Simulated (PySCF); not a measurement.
# Electron correlation in Dy³⁸⁺ (dysprosium, charge +38)

Starting occupation: [Ar] 3d10. All numbers are calculated (PySCF 2.14, X2C-1e with screened-nucleus spin-orbit coupling, Gaussian nucleus, in an even-tempered Gaussian basis (18 s from 2.6 bohr⁻², ratio 2.6; 15 p from 3.4 bohr⁻², ratio 2.6; 10 d from 3.4 bohr⁻², ratio 2.6; 6 f from 3.5 bohr⁻², ratio 2.8)). Frozen: [Ar]; 10 electrons correlated; the 98 highest virtual spinors left out.

MP2 pair energies summed by pair of shells (mhartree):

| pair | energy | share (%) |
| --- | --- | --- |
| 3d3/2-3d5/2 | -188.19 | 49.7 |
| 3d5/2-3d5/2 | -133.02 | 35.1 |
| 3d3/2-3d3/2 | -57.42 | 15.2 |

Total MP2 correlation energy: -378.62 mhartree.

The virtual space was cut to 70 spinors, which keep -374.04 of the -378.62 mhartree of MP2 correlation.

```
  level  correlation energy (mhartree)
   CCSD                        -369.94
    (T)                          -0.21
CCSD(T)                        -370.15
```

Diagnostics: T1 = 6.5e-05, largest double amplitude 0.006.

Question: Is a single reference adequate?

Answer: Yes: T1 lies below 0.03 and no double amplitude reaches 0.07.

At this charge the one-electron X2C treatment keeps the bare 1/r₁₂, with no two-electron picture change or Breit term. The effect here is smaller than on the frozen 1s shell.
